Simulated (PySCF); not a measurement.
The group X on SiH2Cl-X is varied. All species are isolated molecules in the gas phase. One relaxed conformer stands for each flexible species; it need not be the lowest. Strings in code marks are SMILES.

Quantity: vertical ionisation energy (energy after one electron is removed minus that of the parent at the parent's geometry), in eV.

A: `[SiH3][SiH2]Cl`
B: `[AlH2][SiH2]Cl`
C: `F[SiH2]Cl`
D: `Cl[SiH2]Br`
E: `B[SiH2]Cl`
F: `Cl[SiH2]I`

Rank these by vertical ionisation energy (energy after one electron is removed minus that of the parent at the parent's geometry) (lowest first), as PBE-D3(BJ)/def2-TZVP // PBE0-D4/def2-TZVP (PySCF) gives it.

B (9.27 eV), F (9.83 eV), A (9.91 eV), E (10.14 eV), D (10.44 eV), C (11.28 eV)
